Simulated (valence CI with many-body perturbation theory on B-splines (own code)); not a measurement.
The numbers below are computed, except where a source is named.
**Gd³¹⁺ in three bases**

Level of theory: valence CI with perturbative core correlation (CI+MBPT): five valence electrons over a frozen Dirac-Fock core [Ar] 3d10, radial functions for each j: 9 s, 9 p, 8 d, 6 f, 3 g, 1 h, with the one-electron correlation potential Σ1, the two-electron term Σ2, the three-electron term Σ3, Breit, model QED; selected CI, second order for the rest, scaled by the run's own slope (own B-spline code, finite nucleus).

The last digits are not significant, and no measured levels were compared; by estimate large intervals hold to a few tenths of a per cent, small ones and those within an open d or f shell to about a per cent. Among the levels kept, up to 760 cm⁻¹ of a level comes from second order outside the variational space, and about a tenth of that is noise between levels of different J, which matters for small intervals.

The reference run has the lowest level (4s^2 4p1/2^2 4p3/2) J=3/2 and an ionisation energy of 1234.70 eV. Its largest variational space holds 20000 state functions.

Levels are named by their leading jj configuration (3d3/2^4 stands for four electrons in 3d with j = 3/2), which in mixed levels can hold well under half, so a name can repeat and another be missing. Letters in brackets count levels of one name in rising energy.

Changed runs:
A. basis 6 s, 6 p, 5 d, 3 f, 1 g
B. basis 5 s, 5 p, 4 d, 2 f

Excitation energies of the reference run in cm⁻¹, and shifts in cm⁻¹:

| Level | Reference | A | B |
| --- | --- | --- | --- |
| (4s^2 4p1/2 4p3/2^2) J=3/2 | 309875 | -118 | -449 |
| (4s^2 4p1/2 4p3/2^2) J=5/2 | 344975 | +19 | +139 |
| (4s^2 4p1/2 4p3/2^2) J=1/2 | 389201 | +81 | +413 |
| (4s^2 4p3/2^3) J=3/2 | 704679 | -22 | +27 |
| (4s 4p1/2^2 4p3/2^2) J=5/2 | 888680 | -162 | -651 |
| (4s^2 4p1/2^2 4d3/2) J=3/2 | 937336 | +21 | +230 |
| (4s 4p1/2^2 4p3/2^2) J=1/2 | 994566 | +7.5 | +77 |
| (4s 4p1/2^2 4p3/2^2) J=3/2 | 1027780 | +122 | +628 |
| (4s^2 4p1/2^2 4d5/2) J=5/2 | 1080100 | +204 | +1002 |
| (4s 4p1/2 4p3/2^3) J=3/2 [a] | 1218770 | -205 | -750 |
| (4s^2 4p1/2 4p3/2 4d3/2) J=5/2 [a] | 1252660 | -67 | -154 |
| (4s^2 4p1/2 4p3/2 4d3/2) J=3/2 [a] | 1258270 | -69 | -126 |
| Ionisation energy (eV) | 1234.70 | -0.047 | -0.19 |
